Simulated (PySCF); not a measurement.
SbBr: script and output

File input.py (PySCF 2.14):

```python
from pyscf import gto, dft, tdscf

mol = gto.M(
    atom='Sb 0 0 0; Br 0 0 2.232',
    basis='def2-svp',
    ecp={'Sb': 'def2-svp'},
    charge=0,
    spin=2,
    verbose=4,
)
mf = dft.UKS(mol, xc='blyp')
mf.kernel()
td = tdscf.TDA(mf)
td.nstates = 8
td.kernel()
td.analyze(verbose=3)
mf.dip_moment()
print('orbital energies (hartree):', [e[max(0, n-3):n+3].round(4) for e, n in zip(mf.mo_energy, mol.nelec)])
```

```bash
$ OMP_NUM_THREADS=1 python input.py
```

Output (some set-up lines and the per-cycle HOMO/LUMO lines with their warnings removed):

```
PySCF version 2.14.0

[INPUT] Symbol           X                Y                Z      unit          X                Y                Z       unit  Magmom
[INPUT]  1 Sb     0.000000000000   0.000000000000   0.000000000000 AA    0.000000000000   0.000000000000   0.000000000000 Bohr   0.0
[INPUT]  2 Br     0.000000000000   0.000000000000   2.232000000000 AA    0.000000000000   0.000000000000   4.217868710029 Bohr   0.0

nuclear repulsion = 190.854684045968
number of shells = 22
number of NR pGTOs = 135
number of NR cGTOs = 58
basis = def2-svp
ecp = {'Sb': 'def2-svp'}

******** <class 'pyscf.dft.uks.UKS'> ********
method = UKS
initial guess = minao
damping factor = 0
level_shift factor = 0
DIIS = <class 'pyscf.scf.diis.CDIIS'>
SCF conv_tol = 1e-09
SCF max_cycles = 50
number electrons alpha = 30  beta = 28
XC functionals = blyp

grids dens level: 3
tot grids = 42384
init E= -2788.30881653028

cycle= 1 E= -2810.96558075045  delta_E= -22.7  |g|= 2.25  |ddm|= 7.29
cycle= 2 E= -2771.57812287177  delta_E= 39.4  |g|= 11.1  |ddm|= 11.5

cycle= 3 E= -2810.77555284816  delta_E= -39.2  |g|= 2.13  |ddm|= 6.84
cycle= 4 E= -2813.98442413715  delta_E= -3.21  |g|= 0.375  |ddm|= 7.32
cycle= 5 E= -2813.9949044385  delta_E= -0.0105  |g|= 0.329  |ddm|= 0.972
cycle= 6 E= -2814.05134076146  delta_E= -0.0564  |g|= 0.0417  |ddm|= 0.426
cycle= 7 E= -2814.05250489426  delta_E= -0.00116  |g|= 0.0161  |ddm|= 0.0665
cycle= 8 E= -2814.05263631203  delta_E= -0.000131  |g|= 0.00162  |ddm|= 0.0218
cycle= 9 E= -2814.05263796348  delta_E= -1.65e-06  |g|= 0.000869  |ddm|= 0.00478
cycle= 10 E= -2814.05263863928  delta_E= -6.76e-07  |g|= 0.000131  |ddm|= 0.00177
cycle= 11 E= -2814.05263865169  delta_E= -1.24e-08  |g|= 1.75e-05  |ddm|= 0.000274
cycle= 12 E= -2814.05263865194  delta_E= -2.49e-10  |g|= 1.22e-06  |ddm|= 3.53e-05
Extra cycle  E= -2814.05263865194  delta_E= 9.09e-13  |g|= 1.54e-06  |ddm|= 5.11e-06
converged SCF energy = -2814.05263865194  <S^2> = 2.0014366  2S+1 = 3.0009576

******** <class 'pyscf.tdscf.uks.TDA'> for <class 'pyscf.dft.uks.UKS'> ********
nstates = 8
deg_eia_thresh = 1.000e-03
wfnsym = None
conv_tol = 1e-05
eigh lindep = 1e-12
eigh level_shift = 0
eigh max_cycle = 100

Excitation energies (eV)
[3.43820014 3.43820024 4.47458617 4.47458765 4.48336256 4.81754895
 4.81754905 5.1902651 ]

** Excitation energies and oscillator strengths **
Excited State   1:      3.43820 eV    360.61 nm  f=0.0001
Excited State   2:      3.43820 eV    360.61 nm  f=0.0001
Excited State   3:      4.47459 eV    277.09 nm  f=0.0000
Excited State   4:      4.47459 eV    277.09 nm  f=0.0000
Excited State   5:      4.48336 eV    276.54 nm  f=0.0000
Excited State   6:      4.81755 eV    257.36 nm  f=0.0139
Excited State   7:      4.81755 eV    257.36 nm  f=0.0139
Excited State   8:      5.19027 eV    238.88 nm  f=0.0709
Dipole moment(X, Y, Z, Debye): -0.00000, -0.00000, -0.34636
orbital energies (hartree): [array([-0.2984, -0.1619, -0.1619, -0.0374,  0.1215,  0.2197]), array([-0.2938, -0.2872, -0.2872, -0.1224, -0.1224, -0.0229])]
```

In short: E(SCF) = -2814.052639 Eh, 12 cycles, ⟨S²⟩ = 2.001, μz(SCF) = -0.35 D, first excitations without spin–orbit coupling 3.44, 3.44, 4.47, 4.47, 4.48 eV.

Run time: 21 s on 1 thread of Arm Neoverse V2 (shared host), peak memory 0.28 GiB.

The bond length is a typed value, not an optimised one. No search for the lowest solution was made.
